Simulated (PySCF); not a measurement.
Broadened absorption spectrum of C5H9NSSi

Species: C5H9NSSi.
Atom-mapped SMILES: `[H]/[N:4]=[C:3](/[C:2]#[CH:1])[CH2:5][CH2:6][S:7][SiH3:8]` (hydrogens: H9 on C1; H10 on N4; H11, H12 on C5; H13, H14 on C6; H15, H16, H17 on Si8)

Geometry (GFN2-xTB, Å), atoms numbered from 1 in this order:
```
atom  x, y, z in Å
C1    -3.2281    1.9569    0.4062
C2    -2.5748    0.9512    0.3612
C3    -1.7637   -0.2183    0.2857
N4    -2.2140   -1.2920    0.7677
C5    -0.4279    0.0330   -0.3905
C6     0.4641   -1.1940   -0.4417
S7     2.0237   -0.8784   -1.3449
Si8    3.0870    0.3811    0.0250
H9    -3.8127    2.8276    0.4518
H10   -1.6030   -2.1002    0.6889
H11    0.0746    0.8434    0.1476
H12   -0.6222    0.3909   -1.4063
H13    0.7226   -1.5434    0.5594
H14   -0.0136   -2.0024   -0.9972
H15    2.8783   -0.1833    1.3541
H16    2.5452    1.7357   -0.0365
H17    4.4576    0.3043   -0.4404
```

Computed with TDDFT PBE0/def2-SVPD, vertical, gas phase, core orbitals frozen in the response (PySCF).

Broadening: Gaussians 0.3 eV wide at half height, area fixed by f = 4.319×10⁻⁹ ∫ε dν̃. The width is an assumption, not a result. The curve ends short of the highest state used, and states not computed would add to its high-energy end.

(λ (nm), ε (L mol⁻¹ cm⁻¹)): (204.1, 8838), (205.8, 11182), (207.5, 12132), (209.2, 11376), (210.9, 9303), (212.6, 6710), (214.3, 4347), (216.0, 2624), (217.7, 1595), (219.4, 1102), (221.1, 928), (222.8, 888), (224.5, 861), (226.2, 790), (227.9, 669), (229.6, 520), (231.3, 372), (233.0, 246), (234.7, 152), (236.4, 91), (238.1, 55), (239.8, 36), (241.6, 27), (243.3, 24), (245.0, 22), (246.7, 20), (248.4, 19), (250.1, 18), (251.8, 18), (253.5, 21), (255.2, 28), (256.9, 39), (258.6, 54), (260.3, 73), (262.0, 93), (263.7, 113), (265.4, 129), (267.1, 139), (268.8, 142), (270.5, 138), (272.2, 127), (273.9, 112), (275.6, 94), (277.3, 75), (279.0, 58), (280.7, 43), (282.4, 30), (284.1, 21), (285.8, 14), (287.5, 9), (289.2, 5), (290.9, 3), (292.6, 2), (294.3, 1), (296.0, 1), (297.7, 0)

Problem. Locate the maxima and give the states behind the curve.

Solution. 269 nm (4.61 eV), ε about 140, made up of S1 (100%); 208 nm (5.97 eV), ε about 12000, made up of S6 (100%) (ε in L mol⁻¹ cm⁻¹; maxima over ε = 5, shares over 10%). The states used: S1 4.61 eV (f 0.0016); S2 5.07 eV (f 0.0002); S3 5.38 eV (f 0.0002); S4 5.52 eV (f 0.0089); S5 5.76 eV (f 0.0021); S6 5.97 eV (f 0.134); S7 6.41 eV (f 0.0029); S8 6.67 eV (f 0.0018).

Problem. What would ε be at 5.97 eV, the highest of these maxima, with half the width (0.15 eV)?

Solution. About 24100 L mol⁻¹ cm⁻¹ against 12100, a factor of about 1.99; a lone state at its own centre would give exactly 2.

Problem. Does any computed singlet lie in the visible range?

Solution. No computed singlet lies in the visible range (380 to 750 nm); the lowest, at 269 nm, stands 1.35 eV above its violet end (3.26 eV).

Problem. Coming from long wavelengths, where does ε first pass 100 L mol⁻¹ cm⁻¹?

Solution. At about 275 nm (4.51 eV), 0.11 eV below S1.

On an Intel Xeon Platinum 8488C with one thread, no GPU, shared host, this took 49 s and 0.97 GiB of memory at its peak.

One conformer stands for the species.
